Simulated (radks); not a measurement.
Neutral gadolinium, configuration [Xe] 4f7 5d1 6s2.

All-electron calculation, Dirac Kohn-Sham, exchange-only PBE, spin-unpolarised, spherical densities, finite nucleus; open shells fill j = l - 1/2 first; Fermi nuclear charge, rms radius 5.1569 fm. Program: a radial shooting solver on a logarithmic mesh with Libxc functionals.

Energy parts (eV):
total: -306827.88
kinetic: 334638.65
electron-nucleus: -753887.96
Hartree: 119119.48
exchange: -6698.05

Orbitals (lengths in bohr, moments of r in powers of bohr; <r^-3> diverges for s and p1/2):
orbital  occ.  eigenvalue (eV)      <r>  <r^-3>  small-component weight
1s1/2       2        -50042.31  0.02191       -                5.68e-02
2s1/2       2        -8257.477  0.09275       -                1.26e-02
2p1/2       2        -7841.481  0.07746       -                1.26e-02
2p3/2       4        -7145.575  0.08430    9904                1.17e-02
3s1/2       2        -1829.166   0.2440       -                3.97e-03
3p1/2       2        -1648.755   0.2336       -                3.92e-03
3p3/2       4        -1506.023   0.2467    2099                3.66e-03
3d3/2       4        -1194.266   0.2188   352.7                3.54e-03
3d5/2       6        -1163.165   0.2228   313.5                3.47e-03
4s1/2       2        -367.2388   0.5529       -                1.26e-03
4p1/2       2        -296.9962   0.5648       -                1.19e-03
4p3/2       4        -265.2210   0.5944   468.3                1.10e-03
4d3/2       4        -149.4645   0.6303   66.79                9.32e-04
4d5/2       6        -143.7216   0.6407   58.55                9.07e-04
4f5/2       6          -7.7941   0.8646   8.215                5.34e-04
4f7/2       1          -7.0436   0.8781   7.910                5.24e-04
5s1/2       2         -48.5229    1.335       -                2.70e-04
5p1/2       2         -29.2411    1.500       -                2.14e-04
5p3/2       4         -24.9120    1.598   62.72                1.90e-04
5d3/2       1          -1.9049    2.908   3.054                6.33e-05
5d5/2       0          -1.6548    3.043   2.529                5.84e-05
6s1/2       2          -3.4891    4.098       -                2.81e-05
6p1/2       0          -1.0636    5.992       -                1.22e-05
6p3/2       0          -0.8784    6.497   2.611                1.02e-05

The highest occupied level is 5d3/2 at -1.905 eV. For comparison, the ionisation energy in NIST's Atomic Spectra Database is 6.150 eV (measured). In exact Kohn-Sham theory the highest level is minus the ionisation energy, but local and semilocal functionals leave it too shallow, through self-interaction and a potential that decays too fast; potentials with the right tail come closer. Summed over all electrons, <r^2> = 85.88 bohr^2, which gives a Langevin (diamagnetic) susceptibility term of -68 x 10^-6 cm^3/mol.

Beside tabulated values, note that spin-unpolarised runs miss the spin-polarisation part of the exchange energy of open shells.
